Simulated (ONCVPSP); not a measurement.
barium: ONCV pseudisation with PBE, scalar-relativistic reference atom.

Ba, optimised norm-conserving Vanderbilt (ONCV), made with ONCVPSP 4.0.1 (PBE, scalar-relativistic). Core [Kr] 4d10, reference 5s2 5p6 6s1.5 (charge +0.5). Waves: 5s+6s: rc 2.70 bohr, ncon 4, nbas 7, qcut 4.7 1/bohr, 2 projectors; 5p: rc 2.00 bohr, ncon 3, nbas 7, qcut 3.4 1/bohr, 1 projector; d scattering state at 0.41 Ha: rc 2.00 bohr, ncon 4, nbas 7, qcut 5.3 1/bohr, local. Local part: the d channel. Core correction: polynomial model core, fcfact 0.25.

In the d channel the program set the typed energies aside and used 0.050 Ha.

What the tests gave:

| Property | Result |
| --- | --- |
| Cutoffs needed | 19 Ha and 44 Ha (the cutoffs (Ha) at which the residual kinetic energy of the hardest occupied pseudo-wave falls to 1 and 0.1 mHa per electron) |
| Ghost test | no bound ghost flagged; no localised positive-energy state flagged |
| Largest excitation error | +43 meV (all-electron minus pseudo) for 5s2 5p6 6s1 6p1, out of 4 test configurations |
| rms error of d²Exc/dni dnj | 3.28 mHa without and 1.38 mHa with the model core |

Generation and tests took about 3.4 s on one core of a shared server CPU.
